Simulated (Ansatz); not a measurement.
Molecule: C$_{2}$H$_{7}$ClSi$_{2}$, net charge 0, singlet state. SMILES: C=C[SiH2][SiH2]Cl
Geometry from a B3LYP-D3(BJ)/def2-TZVP (Ansatz, a program for electronic structure) optimisation:
```
Si
H 1 1.4841
H 1 1.4847 2 109.34
C 1 1.8614 2 111.28 3 -121.27
C 4 1.3318 1 123.88 2 125.52
H 5 1.0848 4 121.95 1 -1.62
H 5 1.0849 6 115.98 4 179.90
H 4 1.0873 5 118.31 6 -179.77
Si 1 2.3451 2 107.65 3 119.24
H 9 1.4806 1 112.27 2 -176.01
H 9 1.4810 10 108.78 1 -126.37
Cl 9 2.0838 10 107.28 11 -115.91
```
Charge 0, spin multiplicity 1.

Wanted: vertical ionisation energy (to the doublet state of charge +1; each state is the SCF solution reached for its spin; for the doublet T1 is 0.082), in eV. Correlated levels leave the core frozen unless marked. UHF or UKS for open shells. Spin-orbit coupling is left out. No relativistic terms. CBS marks a two-point X^-3 extrapolation of the correlation energy; Hartree-Fock from the larger set. [CCSD(T)-MP2]/basis is that difference in the basis named.

```csv
level,program,vertical ionisation energy (eV)
SVWN5/def2-TZVPD,Ansatz,9.27
```

Q: What does RI-MP2/CBS(aug-cc-pV(T+d)Z,aug-cc-pV(Q+d)Z)+[CCSD(T)-MP2]/aug-cc-pV(T+d)Z (Ansatz) give?

A: 9.96 eV, so SVWN5/def2-TZVPD differs from it by -0.69 eV.
